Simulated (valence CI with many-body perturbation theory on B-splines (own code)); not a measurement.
**Forbidden lines of Yb21+**

Method: configuration interaction combined with many-body perturbation theory (CI+MBPT): three valence electrons over a frozen Dirac-Fock core [Kr] 4d10, a basis of 7 s, 7 p, 7 d, 7 f, 4 g, 2 h functions for each j, with the one-electron correlation potential Σ1 (screened to all orders), the two-electron term Σ2, the three-electron term Σ3, Breit, model QED; selected single and double excitations, second order for the rest, scaled by the run's own slope (own B-spline code, finite nucleus).

No measured levels were compared; by estimate terms of the open shell hold to a few per cent of their energy, and close levels can change places. The list stops below the first excitations out of the core.

Lines 1 to 50 of 120 in falling wavelength, among levels below 1153600 cm⁻¹, chosen from the decays that carry over 1 % of a level's rate. Wavelengths and rates use the calculated energies, so an error of 2000 cm⁻¹ moves a line at 26630 Å by 53 % and its rate by three times that or more. Weak lines are less certain than strong ones. Lines between different terms over intervals too small for the method are left out, as are lines whose strength nearly cancels. Where a level lies close to another of its J and parity, the split of strength between their lines is uncertain.

Levels are named by their leading jj configuration (3d3/2^4 stands for four electrons in 3d with j = 3/2), which in mixed levels can hold well under half, so a name can repeat and another be missing. Letters in brackets count levels of one name in rising energy.

```tsv
λ vac (Å)	Upper	Lower	Type	A (s⁻¹)	Branch %
26630	(4f5/2^2 4f7/2) J=3/2 [a]	(4f5/2^2 4f7/2) J=5/2 [a]	M1	2.35e-01	1.6
24600	(4f5/2^3) J=5/2	(4f5/2^2 4f7/2) J=7/2 [a]	M1	3.57e-01	5.4
24290	(4f5/2^2 4f7/2) J=7/2 [a]	(4f5/2^2 4f7/2) J=5/2 [a]	M1	1.58e+00	11.9
23060	(4f5/2 4f7/2^2) J=17/2	(4f5/2 4f7/2^2) J=15/2 [b]	M1	7.53e-01	1.0
20650	(4f5/2^2 4f7/2) J=7/2 [b]	(4f5/2^3) J=5/2	M1	2.22e+00	4.1
18790	(4f5/2^2 4f7/2) J=3/2 [b]	(4f5/2 4f7/2^2) J=5/2 [a]	M1	1.94e+00	4.5
13630	(4f5/2 4f7/2^2) J=1/2	(4f5/2^2 4f7/2) J=3/2 [b]	M1	1.62e+01	27.3
12890	(4f5/2^2 4f7/2) J=7/2 [a]	(4f5/2^2 4f7/2) J=9/2	M1	4.29e+00	32.5
12220	(4f5/2^3) J=5/2	(4f5/2^2 4f7/2) J=5/2 [a]	M1	6.57e-01	10.0
12210	(4f5/2^2 4f7/2) J=5/2 [a]	(4f5/2^3) J=3/2	M1	1.77e+01	100.0
11880	(4f5/2^2 4f7/2) J=11/2 [b]	(4f5/2 4f7/2^2) J=9/2 [b]	M1	1.24e+01	24.1
11590	(4f5/2 4f7/2^2) J=11/2 [b]	(4f5/2^2 4f7/2) J=11/2 [b]	M1	4.83e+00	4.4
11580	(4f5/2 4f7/2^2) J=13/2 [b]	(4f5/2 4f7/2^2) J=11/2 [b]	M1	5.43e+00	5.8
11320	(4f5/2 4f7/2^2) J=9/2 [a]	(4f5/2^2 4f7/2) J=7/2 [a]	M1	9.55e+00	8.1
11230	(4f5/2^2 4f7/2) J=7/2 [b]	(4f5/2^2 4f7/2) J=7/2 [a]	M1	4.20e+00	7.8
10660	(4f5/2^2 4f7/2) J=15/2	(4f5/2^2 4f7/2) J=13/2	M1	7.78e+00	4.1
9907	(4f5/2 4f7/2^2) J=5/2 [a]	(4f5/2 4f7/2^2) J=3/2 [a]	M1	1.40e+00	1.2
9690	(4f5/2 4f7/2^2) J=15/2 [a]	(4f5/2 4f7/2^2) J=13/2 [a]	M1	3.33e+01	100.0
9179	(4f5/2^2 4f7/2) J=3/2 [b]	(4f5/2^2 4f7/2) J=1/2	M1	3.81e+00	8.8
8861	(4f5/2 4f7/2^2) J=13/2 [a]	(4f5/2^2 4f7/2) J=11/2 [a]	M1	6.54e+01	100.0
8669	(4f5/2 4f7/2^2) J=9/2 [b]	(4f5/2^2 4f7/2) J=7/2 [b]	M1	4.35e+01	38.5
8613	(4f5/2 4f7/2^2) J=9/2 [b]	(4f5/2 4f7/2^2) J=9/2 [a]	M1	3.36e+00	3.0
8373	(4f5/2^2 4f7/2) J=3/2 [a]	(4f5/2^3) J=3/2	M1	1.49e+01	98.5
8100	(4f5/2^2 4f7/2) J=11/2 [a]	(4f5/2^3) J=9/2	M1	7.36e+01	100.0
7678	(4f5/2^2 4f7/2) J=7/2 [b]	(4f5/2^2 4f7/2) J=5/2 [a]	M1	3.02e+01	55.9
7173	(4f5/2 4f7/2^2) J=7/2 [a]	(4f5/2^3) J=5/2	M1	4.83e+01	41.3
7141	(4f7/2^3) J=3/2	(4f5/2 4f7/2^2) J=5/2 [a]	M1	1.59e+01	4.9
7139	(4f5/2 4f7/2^2) J=7/2 [b]	(4f5/2^2 4f7/2) J=5/2 [b]	M1	3.32e+01	48.1
7109	(4f7/2^3) J=9/2	(4f5/2 4f7/2^2) J=7/2 [a]	M1	3.53e+01	15.0
6753	(4f5/2^2 4f7/2) J=5/2 [b]	(4f5/2 4f7/2^2) J=3/2 [a]	M1	2.60e+01	18.8
6486	(4f5/2^2 4f7/2) J=3/2 [b]	(4f5/2 4f7/2^2) J=3/2 [a]	M1	7.10e-01	1.6
6256	(4f5/2^2 4f7/2) J=5/2 [b]	(4f5/2 4f7/2^2) J=7/2 [a]	M1	2.07e+00	1.5
6108	(4f5/2^3) J=5/2	(4f5/2^3) J=3/2	M1	5.10e+00	77.3
6028	(4f5/2 4f7/2^2) J=9/2 [a]	(4f5/2^2 4f7/2) J=9/2	M1	6.22e+01	52.7
6001	(4f5/2^2 4f7/2) J=7/2 [b]	(4f5/2^2 4f7/2) J=9/2	M1	7.68e+00	14.2
5866	(4f5/2 4f7/2^2) J=11/2 [b]	(4f5/2 4f7/2^2) J=9/2 [b]	M1	1.89e+01	17.4
5791	(4f5/2 4f7/2^2) J=13/2 [b]	(4f5/2^2 4f7/2) J=11/2 [b]	M1	2.80e+00	3.0
5599	(4f5/2^2 4f7/2) J=11/2 [b]	(4f5/2 4f7/2^2) J=11/2 [a]	M1	1.49e+01	28.9
5554	(4f5/2 4f7/2^2) J=7/2 [a]	(4f5/2^2 4f7/2) J=7/2 [a]	M1	3.26e+01	27.9
5485	(4f5/2 4f7/2^2) J=1/2	(4f5/2^2 4f7/2) J=1/2	M1	1.06e+01	17.8
5342	(4f5/2 4f7/2^2) J=7/2 [b]	(4f5/2 4f7/2^2) J=5/2 [a]	M1	1.96e+01	28.3
5332	(4f5/2 4f7/2^2) J=11/2 [a]	(4f5/2^2 4f7/2) J=9/2	M1	5.61e+01	38.8
5116	(4f5/2 4f7/2^2) J=3/2 [a]	(4f5/2^2 4f7/2) J=3/2 [a]	M1	1.08e+02	51.6
5108	(4f7/2^3) J=3/2	(4f5/2^2 4f7/2) J=1/2	M1	5.10e+01	15.6
4994	(4f5/2^2 4f7/2) J=11/2 [b]	(4f5/2 4f7/2^2) J=9/2 [a]	M1	8.87e-01	1.7
4909	(4f5/2 4f7/2^2) J=5/2 [a]	(4f5/2^2 4f7/2) J=7/2 [b]	M1	1.61e+01	14.1
4892	(4f5/2 4f7/2^2) J=9/2 [b]	(4f5/2^2 4f7/2) J=7/2 [a]	M1	6.37e+00	5.6
4745	(4f7/2^3) J=9/2	(4f5/2 4f7/2^2) J=11/2 [a]	M1	2.38e+01	10.2
4549	(4f5/2 4f7/2^2) J=15/2 [b]	(4f5/2^2 4f7/2) J=15/2	M1	6.57e+01	32.7
4524	(4f5/2^2 4f7/2) J=9/2	(4f5/2^2 4f7/2) J=11/2 [a]	M1	2.86e+01	19.6
```
